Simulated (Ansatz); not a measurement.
Name a neutral molecule of Al, C, Cl and H with size of the dipole moment (B3LYP/def2-TZVPP) between 1.90 and 2.20 D and size of the dipole moment (ωB97M-V/def2-TZVPP) between 2.00 and 2.30 D (Ansatz, PBE0-D4/def2-TZVP geometry).

`C=[CH][Al]([Cl])[Cl]` (2.14 D, 2.11 D); `[CH3][Al]([CH3])[Cl]` (2.03 D, 2.03 D); `C[CH2][Al]([Cl])[Cl]` (2.11 D, 2.09 D). Other molecules can fit too; these were computed, each in one conformer that needn't be the lowest.

B3LYP here is the variant with VWN-RPA as its local correlation; programs differ in this.
